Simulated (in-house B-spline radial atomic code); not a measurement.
Cr IV (Cr3+) is squeezed into an impenetrable sphere of radius R (the orbitals vanish at R). No spin polarisation. Computed with a B-spline radial code for spherical atoms: scalar-relativistic (X2C) PBE, spherical fractional occupations, Fermi nucleus of rms radius 3.6452 fm.

Energies in eV above the free ion in [Ar] 3d3:

| R (bohr) | highest level (eV) | [Ar] 3d3 | [Ne] 3s2 3p5 3d4 |
| --- | --- | --- | --- |
| 7.26 | -39.1 | 1.402e-05 | 44.68 |
| 5.89 | -39.1 | 0.0008305 | 44.68 |
| 5.01 | -39.1 | 0.009711 | 44.69 |
| 4.43 | -39 | 0.04683 | 44.74 |
| 3.44 | -38.4 | 0.6424 | 45.45 |
| 2.86 | -36.5 | 3.08 | 48.29 |
| 2.76 | -35.9 | 4.08 | 49.43 |
| 2.37 | -31.7 | 12.82 | 59.1 |
| 1.91 | -18 | 55.54 | 104.1 |
| 1.2 | 81.8 | 688.3 | 733.8 |

**Question.** Does [Ne] 3s2 3p5 3d4 fall below [Ar] 3d3 under compression?

**Answer.** No, it stays above over the whole range.

The highest level is first positive in the row R = 1.2 bohr, pushed up by confinement above the zero of the free ion's potential. Each configuration is held fixed and needn't be the lowest in the sphere.
